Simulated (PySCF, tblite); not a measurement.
Isomers of C5H4OP2, one GFN2-xTB conformer each. Single-point energies are computed at PBE0/pcSseg-1 (PySCF, gas phase, no added dispersion term), electronic only.

Question: Rank them by PBE0/pcSseg-1 energy, lowest first (kcal/mol).
A. `[O:1]=[CH:2][c:3]1[cH:4][p:5][cH:6][p:7][cH:8]1` with O1–C2–C3–C4 0°
B. `[O:1]=[CH:2][c:3]1[cH:4][p:5][cH:6][cH:7][p:8]1` with O1–C2–C3–C4 0°

Answer: A (0.0), B (2.2).

Neighbours under 2.5 kcal/mol apart (O=Cc1cpcpc1 and O=Cc1cpccp1) can change places with a better method, another conformer or zero-point energy. GFN2-xTB itself gives, in the same order: 1.6, 0.0. GFN2-xTB puts O=Cc1cpccp1 lowest instead.

Q: Which frontier levels, dipoles and rotational constants go with these structures?

A: 
```csv
SMILES,"HOMO (eV, PBE0/pcSseg-1)",LUMO (eV),dipole (D),"A, B, C (MHz)"
O=Cc1cpcpc1,-7.78,-2.80,1.98,"2458, 1151, 784.1"
O=Cc1cpccp1,-7.56,-3.00,3.28,"2329, 1262, 818.4"
```

Q: What happens when harmonic zero-point energies from GFN2-xTB frequencies are added?

A: 
```tsv
SMILES	ZPE (kcal/mol)	electronic (kcal/mol)	with ZPE (kcal/mol)
O=Cc1cpcpc1	46.5	0.0	0.0
O=Cc1cpccp1	46.5	2.2	2.1
```

The zero-point energies span 0.0 kcal/mol. The order is unchanged.
